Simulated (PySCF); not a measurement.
Changes within a family of molecules, several properties at once.

PySCF, wB97X-D/def2-SVPD, density fitting, gas phase; each molecule at its own GFN2-xTB geometry, one conformer. Singlet excitations by full TDDFT with frozen cores and triplets by Tamm–Dancoff TDDFT. 

Torsions of the conformers computed, which needn't be the lowest (atom-mapped SMILES):
- `[CH3:1][C:2]1=[C:3]([F:4])[SiH2:5][Si@H:6]1[SH:7]`: H–S7–Si6–Si5 42°
- `[CH3:1][S:2][Si@@H:3]1[SiH2:4][C:5]([F:6])=[C:7]1[CH3:8]`: C1–S2–Si3–Si4 39°
- `[CH2:1]=[N:2][Si@H:3]1[SiH2:4][C:5]([F:6])=[C:7]1[CH3:8]`: C1–N2–Si3–Si4 135°
- `[CH3:1][C:2]1=[C:3]([F:4])[SiH2:5][Si@H:6]1[OH:7]`: H–O7–Si6–Si5 43°
- `[CH2:1]=[CH:2][Si@@H:3]1[SiH2:4][C:5]([F:6])=[C:7]1[CH3:8]`: C1–C2–Si3–Si4 64°

Reference: `CC1=C(F)[SiH2][SiH2]1`, with HOMO energy -9.30 eV, LUMO energy 1.37 eV, lowest singlet excitation 6.47 eV, lowest triplet excitation 4.47 eV, mean polarisability 90.2 au and dipole moment 1.55 D.

Changes against it:

| molecule | change | Δ HOMO energy (eV) | Δ LUMO energy (eV) | Δ lowest singlet excitation (eV) | Δ lowest triplet excitation (eV) | Δ mean polarisability (au) | Δ dipole moment (D) |
| --- | --- | --- | --- | --- | --- | --- | --- |
| C=N[Si@H]1[SiH2]C(F)=C1C | H on Si → N=CH2 | +0.19 | -0.84 | -2.51 | -1.04 | +20.2 | +1.80 |
| CC1=C(F)[SiH2][Si@H]1O | H on Si → OH | -0.07 | -0.13 | -0.48 | +0.04 | +1.7 | -0.46 |
| CC1=C(F)[SiH2][Si@H]1C#N | H on Si → CN | -0.54 | -0.90 | -0.29 | 0.00 | +13.0 | +1.73 |
| C=C[Si@@H]1[SiH2]C(F)=C1C | H on Si → vinyl | +0.06 | -0.54 | -0.47 | -0.21 | +22.8 | +0.46 |

Rows whose labels were lost:

```tsv
row	Δ HOMO energy (eV)	Δ LUMO energy (eV)	Δ lowest singlet excitation (eV)	Δ lowest triplet excitation (eV)	Δ mean polarisability (au)	Δ dipole moment (D)
P	+0.32	-0.18	-0.75	-0.01	+20.5	-1.14
Q	+0.74	-0.14	-1.07	-0.01	+31.4	-1.23
```

**Question.** Which row belongs to which of `CC1=C(F)[SiH2][Si@H]1S` (H on Si → SH) and `CS[Si@@H]1[SiH2]C(F)=C1C` (H on Si → SCH3)?

**Answer.** P = `CC1=C(F)[SiH2][Si@H]1S` and Q = `CS[Si@@H]1[SiH2]C(F)=C1C`. P and Q are told apart most clearly by the mean polarisability (+20.5 against +31.4 au).
